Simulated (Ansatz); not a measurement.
Mulliken charges of `[OH][GeH2][F]` from ωB97M-V/def2-TZVPP in Ansatz (PBE0-D4/def2-TZVP geometry).

```csv
atom,x (Å),y (Å),z (Å),charge (e)
O1,-1.335,-0.126,-0.295,-0.407
Ge2,0.318,0.187,0.224,0.609
F3,1.091,-1.350,0.477,-0.383
H4,-1.394,-0.538,-1.160,0.172
H5,1.145,0.875,-0.869,-0.006
H6,0.217,0.888,1.576,0.015
```

**Question.** By hand: the dipole of these point charges (1 e Å = 4.8032 D).

**Answer.** Σ q r = (0.076, 0.598, -0.097) e Å, of length 0.611 e Å = 2.93 D.

**Question.** How does the dipole of the full density compare? (Estimate.)

**Answer.** The calculation gave: (0.026, 0.318, -0.253) e Å, 1.96 D; the point charges give 1.49 times that, at 29° from its direction.

Point charges leave out the atoms' own dipoles, such as those of lone pairs, and Mulliken's split depends on the basis, so the two needn't agree.
